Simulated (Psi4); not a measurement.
ditellurium (Te₂), triplet, at a GFN2-xTB geometry (core potentials on Te); CAM-B3LYP/def2-SVP in Psi4.

Psi4 was given this input:
```
memory 2 GB

molecule {
0 3
  Te   -0.00000000   -0.00000000   -1.30099916
  Te    0.00000000    0.00000000    1.30099916
}

set basis def2-svp
set reference uks

energy('cam-b3lyp')
print_variables()
```

The log (banner, timings and long lists left out):

```
   => Loading Basis Set <=

    Name: DEF2-SVP
    Role: ORBITAL
    Keyword: BASIS

    !!!  WARNING: ECP capability is in beta. Please check occupations closely.  !!!

         ---------------------------------------------------------
                                   SCF
               by Justin Turney, Rob Parrish, Andy Simmonett
                          and Daniel G. A. Smith
                              UKS Reference
         ---------------------------------------------------------

  ==> Geometry <==

    Molecular point group: d2h
    Full point group: D_inf_h

    Geometry (in Angstrom), charge = 0, multiplicity = 3:

       Center              X                  Y                   Z               Mass
    ------------   -----------------  -----------------  -----------------  -----------------
         TE           0.000000000000     0.000000000000    -1.300999160000   129.906222748000
         TE           0.000000000000     0.000000000000     1.300999160000   129.906222748000

  Running in d2h symmetry.

  Rotational constants: A = ************  B =      0.03833  C =      0.03833 [cm^-1]
  Rotational constants: A = ************  B =   1149.22011  C =   1149.22011 [MHz]
  Nuclear repulsion =  117.143070771052606

  Charge       = 0
  Multiplicity = 3
  Electrons    = 48
  Nalpha       = 25
  Nbeta        = 23

  ==> Algorithm <==

  SCF Algorithm Type is DF.
  DIIS enabled.
  MOM disabled.
  Fractional occupation disabled.
  Guess Type is SAD.
  Energy threshold   = 1.00e-06
  Density threshold  = 1.00e-06
  Integral threshold = 1.00e-12

  ==> Primary Basis <==

  Basis Set: DEF2-SVP
    Blend: DEF2-SVP
    Number of shells: 20
    Number of basis functions: 52
    Number of Cartesian functions: 56
    Spherical Harmonics?: true
    Max angular momentum: 2

  Core potential: DEF2-SVP
    Number of shells: 8
    Number of ECP primitives: 36
    Number of ECP core electrons: 56
    Max angular momentum: 3

  ==> DFT Potential <==

   => LibXC <=

    Version 7.1.2
    S. Lehtola, C. Steigemann, M. J. T. Oliveira, and M. A. L. Marques,  SoftwareX 7, 1–5 (2018) (10.1016/j.softx.2017.11.002)

   => Composite Functional: CAM-B3LYP <=

    CAM-B3LYP Hyb-GGA Exchange-Correlation Functional

    T. Yanai, D. P. Tew, and N. C. Handy,  Chem. Phys. Lett. 393, 51 (2004) (10.1016/j.cplett.2004.06.011)

    Deriv               =              1
    GGA                 =           TRUE
    Meta                =          FALSE

    Exchange Hybrid     =           TRUE
    MP2 Hybrid          =          FALSE

   => Exchange Functionals <=

    0.3500         Becke 88 [omega = 0.3300]
    0.4600   Short-range recipe for B88 functional - erf [omega = 0.3300]

   => Exact (HF) Exchange <=

    0.4600            HF,LR [omega = 0.3300]
    0.1900               HF

   => Correlation Functionals <=

    0.1900   Vosko, Wilk & Nusair (VWN5)
    0.8100   Lee, Yang & Parr

   => LibXC Density Thresholds  <==

    XC_HYB_GGA_XC_CAM_B3LYP:  1.00E-14

   => Molecular Quadrature <=

    Radial Scheme          =       TREUTLER
    Pruning Scheme         =           NONE
    Nuclear Scheme         =       TREUTLER

    Blocking Scheme        =         OCTREE
    BS radius alpha        =              1
    Pruning alpha          =              1
    Radial Points          =             75
    Spherical Points       =            302
    Total Points           =          39624
    Total Blocks           =            368
    Max Points             =            251
    Max Functions          =             52
    Weights Tolerance      =       1.00E-15

   => Loading Basis Set <=

    Name: (DEF2-SVP AUX)
    Role: JKFIT
    Keyword: DF_BASIS_SCF

  ==> Integral Setup <==

  SCF_SUBTYPE=INCORE selected. In-core MEM_DF algorithm will be used.
  Using in-core AOs.

  ==> MemDFJK: Density-Fitted J/K Matrices <==

    J tasked:                   Yes
    K tasked:                   Yes
    wK tasked:                  Yes
[...]

   -------------------------
    Irrep   Nso     Nmo
   -------------------------
     Ag        12      12
     B1g        2       2
     B2g        6       6
     B3g        6       6
     Au         2       2
     B1u       12      12
     B2u        6       6
     B3u        6       6
   -------------------------
    Total      52      52
   -------------------------

  ==> Iterations <==

                           Total Energy        Delta E     RMS |[F,P]|

   @DF-UKS iter SAD:  -531.35882281223712   -5.31359e+02   0.00000e+00
   @DF-UKS iter   1:  -535.89266130179658   -4.53384e+00   2.17138e-02 ADIIS/DIIS
   @DF-UKS iter   2:  -535.99826605825490   -1.05605e-01   1.41622e-02 ADIIS/DIIS
   @DF-UKS iter   3:  -536.04238463843012   -4.41186e-02   1.19999e-03 ADIIS/DIIS
   @DF-UKS iter   4:  -536.04284781856927   -4.63180e-04   3.15039e-04 ADIIS/DIIS
   @DF-UKS iter   5:  -536.04288226744904   -3.44489e-05   5.65603e-05 DIIS
   @DF-UKS iter   6:  -536.04288416486099   -1.89741e-06   7.66590e-06 DIIS
   @DF-UKS iter   7:  -536.04288421882029   -5.39593e-08   9.62266e-07 DIIS
  Energy and wave function converged.

  ==> Post-Iterations <==

   Electrons on quadrature grid:
      Nalpha   =   24.9999998369 ; deviation = -1.631e-07
      Nbeta    =   22.9999995275 ; deviation = -4.725e-07
      Ntotal   =   47.9999993645 ; deviation = -6.355e-07

   @Spin Contamination Metric:   8.331163072E-03
   @S^2 Expected:                2.000000000E+00
   @S^2 Observed:                2.008331163E+00
   @S   Expected:                1.000000000E+00
   @S   Observed:                1.000000000E+00

    Orbital Energies [Eh]
    ---------------------

    Alpha Occupied:

[...]
       3B3g   -0.275257

    Alpha Virtual:

[...]
    Beta Occupied:

[...]
    Beta Virtual:

[...]
    Final Occupation by Irrep:
             Ag   B1g   B2g   B3g    Au   B1u   B2u   B3u
    DOCC [     6,    1,    2,    2,    1,    5,    3,    3 ]
    SOCC [     0,    0,    1,    1,    0,    0,    0,    0 ]
    NA   [     6,    1,    3,    3,    1,    5,    3,    3 ]
    NB   [     6,    1,    2,    2,    1,    5,    3,    3 ]

  @DF-UKS Final Energy:  -536.04288421882029

   => Energetics <=

    Nuclear Repulsion Energy =            117.1430707710526065
    One-Electron Energy =               -1167.9553397782033244
    Two-Electron Energy =                 544.9922664147259184
    DFT Exchange-Correlation Energy =     -30.2228816263954236
    Empirical Dispersion Energy =           0.0000000000000000
    VV10 Nonlocal Energy =                  0.0000000000000000
    Total Energy =                       -536.0428842188201770

  UHF NO Occupations:
  HONO-2 :    3B3u 1.9982878
  HONO-1 :    3B2g 1.0000000
  HONO-0 :    3B3g 1.0000000
  LUNO+0 :    4B3u 0.0017122
  LUNO+1 :    4B2u 0.0017122
  LUNO+2 :    6B1u 0.0004119
  LUNO+3 :    7 Ag 0.0002510

Computation Completed

Properties will be evaluated at   0.000000,   0.000000,   0.000000 [a0]

Properties computed using the SCF density matrix

 Multipole Moments:

 ------------------------------------------------------------------------------------
     Multipole            Electronic (a.u.)      Nuclear  (a.u.)        Total (a.u.)
 ------------------------------------------------------------------------------------

 L = 1.  Multiply by 2.5417464519 to convert [e a0] to [Debye]
 Dipole X            :          0.0000000            0.0000000            0.0000000
 Dipole Y            :          0.0000000            0.0000000            0.0000000
 Dipole Z            :          0.0000000            0.0000000            0.0000000
 Magnitude           :                                                    0.0000000

 ------------------------------------------------------------------------------------

  Variable Map:
  ----------------------------------------------------------------------------
[...]
  Array Variable Map:
  ----------------------------------------------------------------------------
[...]
[...]
```
